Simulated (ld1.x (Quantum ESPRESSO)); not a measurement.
**Before and after: PAW potential for iron (Fe)**

iron (Fe), PAW, made with ld1.x (Quantum ESPRESSO) 7.5 (PBE, scalar-relativistic). Core [Ar], reference 3d6 4s1 4p1. Waves: 4s (bound): rcut 1.80, rcutus 2.30 bohr; 4s channel at 0.45 Ry: rcut 1.80, rcutus 2.30 bohr; 4p (bound): rcut 2.15, rcutus 2.70 bohr; 4p channel at 1.2 Ry: rcut 2.15, rcutus 2.70 bohr; 3d (bound): rcut 1.60, rcutus 2.05 bohr; 3d channel at -0.25 Ry: rcut 1.60, rcutus 2.05 bohr. Local part: all-electron potential smoothed inside 2.20 bohr (lloc = -2). Core correction: Bessel-smoothed model core, default radius (core density twice the valence density). Augmentation charge: PSQ, radius 1.85 bohr.

Change: all radii but the core radius scaled by about 1.12 (s 2.58, p 3.02, d 2.30 bohr, rcut 2.02/2.40/1.78); local potential all-electron potential smoothed inside 2.46 bohr (lloc = -2); augmentation PSQ, radius 2.06 bohr.

Cutoffs: the cutoffs (Ry, on a coarse ladder) from which the occupation-weighted sum of valence levels, in a spherical-Bessel basis at the reference potential, stays within 10 and 1 mRy of its value at 400 Ry; they do not see the model core or the augmentation charge, which bear on the density cutoff. Errors are all-electron minus pseudo energies relative to the spin-unpolarised reference configuration.

Q: What does the change do?

A: The potential gets softer (25 Ry and 40 Ry → 18 Ry and 30 Ry); the number of tests that count goes from 7 to 4; the errors of the 4 common tests hardly move; neither file shows a bound ghost at the reference potential, the only one tested. A larger radius leaves more room for a smooth pseudo-wave, so fewer plane waves are needed.

```csv
quantity,base,changed
"cutoff, loose",25 Ry,18 Ry
"cutoff, tight",40 Ry,30 Ry
loose cutoff by channel (10 mRy a level),"s 6 Ry, p 6 Ry, d 18 Ry","s 6 Ry, p 6 Ry, d 15 Ry"
bound ghosts,none,none
"tests counted (converged, no solver errors)",7 of 7,4 of 7
"error for 3d6 4s2 4p0, meV [ΔE -4.10 eV]",-0.4,-0.5
"error for 3d6 4s1 4p0, meV [ΔE 4.62 eV]",-0.9,-1.1
"error for 3d6 4s0 4p0, meV [ΔE 20.83 eV]",-7.9,-9.0
"error for 3d6 4s0 4p2, meV [ΔE 4.35 eV]",-1.2,-1.2
lowest overlap eigenvalue by channel,"s 0.43, p 0.65, d 0.97","s 0.42, p 0.67, d 0.23"
```

Changed file: Tests not counted: 3d4 4s0 4p0 (solver errors, printed error -224 eV); 3d7 4s1 4p0 (solver errors, printed error -560 eV); 3d7 4s0 4p0 (solver errors, printed error -503 eV).
